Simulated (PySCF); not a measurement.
C2H7AlS.

```xyz
11

Al    -0.5678     0.5801     0.6267
H     -2.0566     0.0282     0.8501
C      0.1671     2.2042     1.4412
H      0.1231     2.1444     2.5498
H     -0.4275     3.0960     1.1482
H      1.2213     2.3874     1.1511
S      0.7203    -0.6013    -0.7017
C     -0.3743    -1.9929    -1.2144
H     -1.3789    -1.9200    -0.7546
H      0.0958    -2.9471    -0.9092
H     -0.4777    -1.9781    -2.3160
```

The structure is a stationary point at PBE-D3(BJ)/def2-SVP. The structure was generated by enumeration; whether it is a known compound was not checked. Other conformers were not sampled.

These are PBE0/pcSseg-1 (PySCF) values and carry that method's errors. Non-relativistic, no solvent.

Computed absolute GIAO shielding of each atom: isotropic value and principal components (ppm):
```csv
atom,σ(iso),σ11,σ22,σ33,span
Al1,288.4,226.6,319.1,319.4,92.9
H2,25.9,23.4,24.5,30.0,6.6
C3,190.8,183.0,194.5,195.1,12.1
H4,31.2,27.2,27.9,38.5,11.3
H5,31.2,27.2,28.0,38.5,11.3
H6,31.0,26.2,29.4,37.2,11.0
S7,567.9,409.0,639.1,655.6,246.7
C8,166.2,153.6,157.1,188.0,34.4
H9,28.8,23.5,27.9,35.1,11.7
H10,28.7,23.1,26.3,36.7,13.6
H11,28.7,23.1,26.3,36.7,13.6
```
